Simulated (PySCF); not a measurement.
Job file and geometry (Å, from GFN2-xTB) of an NMR shielding run on SMILES CC[C@@H]1CCP(C)C1, C₇H₁₅P, PySCF 2.14.0, density-fitted response routines, GIAO PBE0/pcSseg-1 NMR shielding, non-relativistic, gas phase; density fitting, a coarse starting grid and PySCF grid level 2 are the driver's defaults:

```
{"job": {"kind": "nmr", "xc": "PBE0", "basis": "pcSseg-1"}, "charge": 0, "multiplicity": 1}
C      2.857305     0.944225     0.056126
C      1.784960     0.250355    -0.775995
C      0.710572    -0.420089     0.080028
C     -0.300173    -1.199509    -0.761816
C     -1.405072    -1.642669     0.188919
P     -1.727009    -0.226671     1.367225
C     -2.861716     0.773718     0.292143
C     -0.103247     0.584976     0.899400
H      2.432867     1.763999     0.630289
H      3.316369     0.241287     0.748220
H      3.634900     1.346536    -0.589472
H      2.257066    -0.511196    -1.402059
H      1.312684     0.978443    -1.440839
H      1.195291    -1.122972     0.767202
H      0.166541    -2.055743    -1.252230
H     -0.702891    -0.545717    -1.538967
H     -2.323721    -1.929782    -0.324353
H     -1.071758    -2.498003     0.782453
H     -2.930202     1.781017     0.699451
H     -3.853042     0.324632     0.320285
H     -2.511320     0.819742    -0.737275
H     -0.309806     1.485046     0.314978
H      0.426650     0.885358     1.804239
```

Problem. What does the program print?

Solution. 
```
coarse grid: 18528 points
cycle   1  E = -616.5050823212  dE =  7.219e-01  |g| = 4.853e-01  |ddm| = 4.163e+00
cycle   2  E = -616.4856482435  dE =  1.943e-02  |g| = 5.652e-01  |ddm| = 9.441e-01
cycle   3  E = -616.5687619163  dE = -8.311e-02  |g| = 5.201e-02  |ddm| = 5.499e-01
cycle   4  E = -616.5693428144  dE = -5.809e-04  |g| = 2.382e-02  |ddm| = 9.868e-02
cycle   5  E = -616.5694784440  dE = -1.356e-04  |g| = 6.121e-03  |ddm| = 2.738e-02
cycle   6  E = -616.5694878057  dE = -9.362e-06  |g| = 1.508e-03  |ddm| = 8.138e-03
final grid: 170968 points
cycle   7  E = -616.6209683372  dE = -6.172e-05  |g| = 1.078e-02  |ddm| = 3.966e-02
cycle   8  E = -616.6209525666  dE =  1.577e-05  |g| = 1.338e-02  |ddm| = 2.126e-02
cycle   9  E = -616.6209985438  dE = -4.598e-05  |g| = 7.546e-04  |ddm| = 1.264e-02
cycle  10  E = -616.6209986725  dE = -1.287e-07  |g| = 2.811e-04  |ddm| = 1.238e-03
cycle  11  E = -616.6209986912  dE = -1.870e-08  |g| = 7.260e-05  |ddm| = 3.037e-04
cycle  12  E = -616.6209986925  dE = -1.322e-09  |g| = 1.954e-05  |ddm| = 1.133e-04
cycle  13  E = -616.6209986926  dE = -9.913e-11  |g| = 3.667e-06  |ddm| = 2.539e-05
converged SCF energy = -616.6209986926

GIAO shielding tensors (ppm)
atom      isotropic    diamagn.    paramagn.     s11        s22        s33       span
  0 C      170.783     245.937     -75.154    158.880    166.833    186.637     27.756
  1 C      152.631     246.203     -93.571    136.124    150.372    171.397     35.273
  2 C      136.727     250.134    -113.407    108.278    133.791    168.111     59.833
  3 C      149.013     248.906     -99.893    116.810    152.603    177.627     60.817
  4 C      155.775     253.179     -97.403    135.925    162.055    169.347     33.421
  5 P      365.720     965.795    -600.075    276.754    380.700    439.707    162.953
  6 C      169.554     252.959     -83.405    151.382    169.465    187.814     36.431
  7 C      149.703     252.906    -103.203    122.231    155.503    171.376     49.145
  8 H       30.536      30.146       0.389     25.398     30.852     35.358      9.960
  9 H       30.896      29.405       1.491     26.617     28.922     37.149     10.532
 10 H       30.503      27.243       3.260     25.627     27.413     38.469     12.841
 11 H       29.787      31.329      -1.541     23.707     29.837     35.818     12.112
 12 H       30.692      32.152      -1.460     26.370     30.856     34.851      8.481
 13 H       30.302      34.888      -4.586     26.884     28.898     35.122      8.238
 14 H       29.813      32.080      -2.267     24.239     28.541     36.659     12.420
 15 H       30.270      33.043      -2.773     26.334     29.698     34.777      8.444
 16 H       30.305      31.276      -0.971     25.773     27.605     37.536     11.763
 17 H       30.003      31.653      -1.650     24.753     27.620     37.636     12.883
 18 H       30.861      30.112       0.749     26.321     28.052     38.210     11.890
 19 H       30.847      29.305       1.543     25.972     27.269     39.302     13.330
 20 H       30.626      32.548      -1.922     25.364     31.202     35.311      9.947
 21 H       31.231      34.201      -2.970     25.997     32.030     35.666      9.669
 22 H       29.413      32.881      -3.468     23.618     29.633     34.987     11.369
```

Size and cost of the density-fitted run: 218 basis functions, 76 s wall time on 1 thread of an Arm Neoverse N1, shared host.
